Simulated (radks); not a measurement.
Task: These are the eigenvalues of the occupied orbitals of an atom or ion with whole-number occupations (Ry). Calculated with a radial shooting solver on a logarithmic mesh with Libxc functionals: scalar-relativistic Kohn-Sham, BLYP, spin-unpolarised, spherical densities, finite nucleus; Fermi nuclear charge, rms radius of each element as measured or else 0.836 A^(1/3) + 0.57 fm.

1s: -752.6968
2s: -93.40168
2p: -81.40535
3s: -11.47420
3p: -7.86064
3d: -2.00887
4s: -1.20304

Which element is it, and in what charge state? The configuration may be excited.

Result: Z = 31, gallium, charge +1: Ga+ in [Ar] 3d10 4s2. The list shows which subshells hold electrons but not how many an open one holds; the 1s level, -376.35 hartree, gives Z - s = 27.4 by -(Z - s)^2/2, which with screening and relativity narrows Z to a few neighbours, and the depths of the outer levels then fix element, charge and occupations together.
